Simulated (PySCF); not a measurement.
# Molecular orbitals of CsBe

r²SCAN at R = 3.768 Å; Cs def2-TZVP with ECP46, Be def2-TZVP; scalar-relativistic core potentials (PySCF 2.14). State: ²Σ⁺ (doublet), unpaired electrons σ ↑. Only the outer orbitals are listed, counted within each symmetry, core potentials removing the inner ones.

```tsv
spin	orbital	occ.	ε (eV)	on Cs (%)	main shells (%)
α	2σ	1	-28.05	100	100 Cs s
α	1π	1	-14.17	100	100 Cs p
α	1π	1	-14.17	100	100 Cs p
α	3σ	1	-14.06	99	99 Cs p
α	4σ	1	-5.19	7	93 Be s
α	5σ	1	-2.37	63	61 Cs s, 36 Be p
α	6σ	0	-1.43	53	46 Be p, 31 Cs s, 16 Cs p
α	2π	0	-1.38	29	71 Be p, 17 Cs d, 12 Cs p
α	2π	0	-1.38	29	71 Be p, 17 Cs d, 12 Cs p
β	2σ	1	-28.01	100	100 Cs s
β	1π	1	-14.14	100	100 Cs p
β	1π	1	-14.14	100	100 Cs p
β	3σ	1	-13.99	100	100 Cs p
β	4σ	1	-4.78	4	93 Be s
β	5σ	0	-1.29	85	56 Cs s, 29 Cs p, 12 Be p
β	2π	0	-1.23	17	82 Be p, 11 Cs d
β	2π	0	-1.23	17	82 Be p, 11 Cs d
```

Which are the highest filled and the lowest empty level, where do they sit, and how wide is the gap?

Highest filled α 5σ at -2.37 eV (in %: 61 Cs s, 36 Be p); lowest empty α 6σ at -1.43 eV (in %: 46 Be p, 31 Cs s, 16 Cs p); the gap at r²SCAN is 0.94 eV.

The bond order (Mayer) is 0.57, the ⟨S²⟩ is 0.776 and the charge on Cs (Mulliken, basis-dependent) is 0.27. The charge on Cs (Löwdin, basis-dependent) is 0.14 and the dipole moment (positive dipole means Cs(−)Be(+)) is -4.25 D.

Spin–orbit coupling is left out. The state was picked by a PBE0 search and need not be the measured ground state.
